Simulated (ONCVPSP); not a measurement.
Before and after: ONCV potential for Tl

Tl (Z = 81), optimised norm-conserving Vanderbilt (ONCV), made with ONCVPSP 4.0.1 (PBE, scalar-relativistic). Core [Xe] 4f14, reference 5d10 6s1 6p2. Waves: 6s: rc 2.05 bohr, ncon 5, nbas 9, qcut 3.1 1/bohr, 2 projectors, debl 1.7 Ha; 6p: rc 2.45 bohr, ncon 4, nbas 8, qcut 3.8 1/bohr, 2 projectors, debl 1.2 Ha; 5d: rc 2.05 bohr, ncon 3, nbas 7, qcut 9.1 1/bohr, 2 projectors, debl 2.7 Ha. Local part: polynomial inside 1.40 bohr (lpopt 4, dvloc0 0 Ha). Core correction: polynomial model core, fcfact 0.35.

Change: s: debl 3.

Cutoffs: the cutoffs (Ha) at which the residual kinetic energy of the hardest occupied pseudo-wave falls to 1 and 0.1 mHa per electron; they do not see the model core or the augmentation charge, which bear on the density cutoff. Errors are all-electron minus pseudo energies relative to the spin-unpolarised reference configuration.

Question: What does the change do?

Answer: The potential gets neither clearly harder nor softer (23 Ha and 27 Ha → 23 Ha and 27 Ha); the bound ghost in s disappears; the lowest positive-energy flag moves from p at 42.1 eV to s at 13.3 eV; the number of tests with a reliable result goes from 3 to 4; the errors of the 3 common tests hardly move; the range in which the s phases agree narrows (upper end 4.1 → 0.4).

```tsv
quantity	base	changed
cutoff, loose	23 Ha	23 Ha
cutoff, tight	27 Ha	27 Ha
bound ghosts	s	none
GHOST(+) flags under 300 eV	p at 42.1 eV	s at 13.3 eV, p at 42.1 eV
tests with a reliable result	3 of 4	4 of 4
error for 5d10 6s2 6p1, meV [ΔE -7.40 eV]	-2.2	-2.3
error for 5d10 6s2 6p0, meV [ΔE -2.24 eV]	-8.2	-8.3
error for 5d9 6s2 6p2, meV [ΔE 7.31 eV]	-109	-110
s: phases at 2.08 bohr within 0.05 rad from the reference energy up to (Ha; the scan ends near 5)	4.1	0.4
p: phases at 2.49 bohr within 0.05 rad from the reference energy up to (Ha; the scan ends near 5)	1.5	1.5
d: phases at 2.08 bohr within 0.05 rad from the reference energy up to (Ha; the scan ends near 5)	to the end of the scan	to the end of the scan
rms error of d²Exc/dni dnj with the model core, mHa	0.42	0.43
```

 A true bound ghost makes a file unfit for plane-wave use even where its test errors are small: the radial tests pick states by their node count and pass the ghost by.
